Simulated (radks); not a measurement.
The oxygen anion O2-, [Ne], held by a Watson sphere: a shell of charge +2 at radius R that stands for the Madelung well of a crystal (potential energy -2/R inside, -2/r outside, in hartree with lengths in bohr). All-electron calculation, non-relativistic Kohn-Sham, LDA (Slater exchange, Perdew-Wang correlation), spin-polarised, spherical densities, point nucleus. Program: a radial shooting solver on a logarithmic mesh with Libxc functionals. Response by self-consistent Sternheimer equations with the Hartree and adiabatic LDA kernel. The sphere does not respond.

| R (bohr) | e(1s) (eV) | e(2s) (eV) | e(2p) (eV) | <r> 2p (bohr) | sum of <r^2> (bohr^2) | X-ray form factor at sin(theta)/lambda = 0.1 1/angstrom | alpha (bohr^3) |
|---|---|---|---|---|---|---|---|
| 2.01 | -504.21 | -21.827 | -7.847 | 1.493 | 21.81 | 8.613 | 14.77 |
| 3.6 | -502.79 | -17.482 | -3.902 | 1.811 | 33.31 | 8.164 | 64.69 |
| 3.63 | -502.77 | -17.437 | -3.855 | 1.816 | 33.54 | 8.158 | 66.40 |
| 3.65 | -502.75 | -17.407 | -3.824 | 1.819 | 33.70 | 8.153 | 67.57 |
| 3.9 | -502.53 | -17.062 | -3.464 | 1.863 | 35.73 | 8.100 | 83.83 |
